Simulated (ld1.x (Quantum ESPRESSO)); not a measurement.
**Pseudopotential generation for Zr (Z = 40): PAW, BP86, fully relativistic.**

Zr, PAW, made with ld1.x (Quantum ESPRESSO) 7.5 (BP86, fully relativistic). Core [Ar] 3d10, reference 4s2 4p6 4d2 5s1.75 5p0.25. Waves: 4s (bound): rcut 1.75, rcutus 2.25 bohr; 5s (bound): rcut 1.75, rcutus 2.25 bohr; 4p (bound): rcut 1.80, rcutus 1.90 bohr; 5p (bound): rcut 1.80, rcutus 1.90 bohr; 4d (bound): rcut 1.80, rcutus 1.95 bohr; 4d channel at 2.15 Ry: rcut 1.80, rcutus 1.95 bohr. Local part: all-electron potential smoothed inside 1.65 bohr (lloc = -1). Core correction: Bessel-smoothed model core inside 1.75 bohr. Augmentation charge: BG, radius 1.50 bohr.

Open shells are filled in proportion to 2j + 1 (rel_dist='average').

Task: Is a potential produced?

Result: No. ld1.x (Quantum ESPRESSO) 7.5 stopped with "new_paw_hamiltonian: negative rho": the spherical valence density built from the smooth waves and the augmentation charge turned negative at some radius.
